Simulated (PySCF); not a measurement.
# Two-component Hartree-Fock for Tl⁷⁷⁺ (thallium, charge +77)

Start: [He] 2s2. Calculated with PySCF 2.14 in an even-tempered Gaussian basis (16 s from 17 bohr⁻², ratio 2.6; 14 p from 22 bohr⁻², ratio 2.6; 7 d from 22 bohr⁻², ratio 2.8; 4 f from 420 bohr⁻², ratio 2.8): generalised Hartree-Fock with the X2C-1e Hamiltonian and a Gaussian nucleus; spin-orbit coupling (SO) screened by Boettger's factors.

```csv
spinor shell,electrons,"ε, screened SO (eV)",weight of nominal j (screened SO),"rms radius, screened SO (bohr)"
1s1/2,2,-96012.3,1.000,0.0183
2s1/2,2,-23888.9,1.000,0.0713
```

```
   quantity  screened SO
E (hartree)  -8965.61638
        M_J            0
       ⟨J²⟩        0.000
       ⟨L²⟩        0.000
       ⟨S²⟩        0.000
```

Breit and QED terms are absent; they matter most for the inner s and p1/2 levels.

Densities and radii are taken from the X2C orbitals without a picture-change correction, which distorts them close to the nucleus.
